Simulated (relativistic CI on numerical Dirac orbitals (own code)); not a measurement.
# One change at a time: Ta49+

Base calculation: Dirac-Coulomb-Breit CI, separate exchange-only KLI orbitals for each configuration, a model potential for QED, unscaled Slater integrals.

CI space (outside the closed core [Ne]): 3s2 3p6 3d6, 3s2 3p5 3d7, 3s2 3p4 3d8, 3s 3p6 3d7, 3p6 3d8, 3s 3p5 3d8, 3s2 3p6 3d5 4s, 3s2 3p6 3d5 4p, 3s2 3p4 3d7 4s, 3s2 3p6 3d5 4d, 3s2 3p4 3d7 4p, 3s2 3p5 3d6 4s, 3s2 3p6 3d5 4f, 3s2 3p4 3d7 4d, 3s 3p5 3d7 4s, 3s2 3p5 3d6 4p, 3s2 3p5 3d6 4d, 3s2 3p6 3d4 4s2, 3s 3p6 3d6 4s, 3p6 3d7 4s, 3p6 3d7 4p, 3s2 3p6 3d5 5s, 3p6 3d7 4d, 3s 3p6 3d5 4s2. Levels of other configurations are missing.

The lowest level and the first level of each name with at least 55 % of one term (blank where a level has no safe partner in the second run):

| Level | Base (eV) | Shift (eV) |
| --- | --- | --- |
| 3s2 3p6 3d6 3F_4 | 0.000 | 0.000 |
| 3s2 3p6 3d6 5D_3 | 58.502 | -0.173 |
| 3s2 3p6 3d6 3G_5 | 68.324 | -0.169 |
| 3s2 3p6 3d6 3H_6 | 68.391 | -0.170 |
| 3s2 3p6 3d6 3P_1 | 90.658 | -0.172 |
| 3s2 3p6 3d6 3F_3 | 92.705 | -0.167 |
| 3s2 3p6 3d6 5D_2 | 122.628 | -0.340 |
| 3s2 3p6 3d6 5D_0 | 125.592 | -0.338 |
| 3s2 3p6 3d6 3H_5 | 133.345 | -0.342 |
| 3s2 3p6 3d6 1I_6 | 136.855 | -0.341 |
| 3s2 3p6 3d6 1D_2 | 179.739 | -0.332 |
| 3s2 3p6 3d6 1S_0 | 196.836 | -0.339 |
| 3s2 3p5 3d7 5G°_6 | 375.426 | +0.554 |
| 3s2 3p5 3d7 3P°_0 | 386.328 | +0.565 |

At this charge energies of transitions that change n are usually good to better than 1 %, and those within a shell (Δn = 0) to a few per cent.

Question: One thing was changed in a second run, which moved the levels as shown. Which?
A. Breit term removed
B. QED terms removed
C. configuration mixing switched off

Answer: B. QED terms removed. QED shifts follow the density of s (and p1/2) electrons at the nucleus, so configurations move by their count of such electrons; where none moves, the smaller shifts of p3/2 electrons and of j = l + 1/2 against j = l − 1/2 set the pattern.

LS names give the leading component of a level, which can be under half, so a name can repeat, a term be missing and a line seem to break the LS rules.
